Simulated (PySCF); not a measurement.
# Excitation energy of I+ by level of theory

I+ [Kr] 4d10 5s2 5p4 (3P) → I+ [Kr] 4d10 5s1 5p5 (3P), as a difference of total energies. Calculation: PySCF 2.14, in def2-QZVPPD with the def2 core potential (28 electrons); a scalar-relativistic core potential. Correlated levels: valence: 4s2 4p6 4d10 frozen; valence and next inner shell: nothing frozen outside the core potential. The calculations carry no spin-orbit coupling.

```
                                method  excitation energy (eV)  error (eV)
                                   UHF                  12.022      +2.036
                                   LDA                  11.114      +1.128
                                   PBE                  11.008      +1.022
                                  PBE0                  11.285      +1.299
                                r2SCAN                  11.144      +1.158
                                  BLYP                  11.029      +1.043
                                  BP86                  11.012      +1.026
                                 HSE06                  11.279      +1.293
                               wB97M-V                  11.383      +1.397
                         MP2 (valence)                  11.055      +1.069
                     SCS-MP2 (valence)                  10.927      +0.941
    MP2 (valence and next inner shell)                  10.953      +0.967
SCS-MP2 (valence and next inner shell)                  10.834      +0.848
```

Reference: 9.986 eV (measured; NIST levels, between the centres of gravity of the two terms).

Errors of the correlated levels include the incompleteness of this basis and the frozen core.
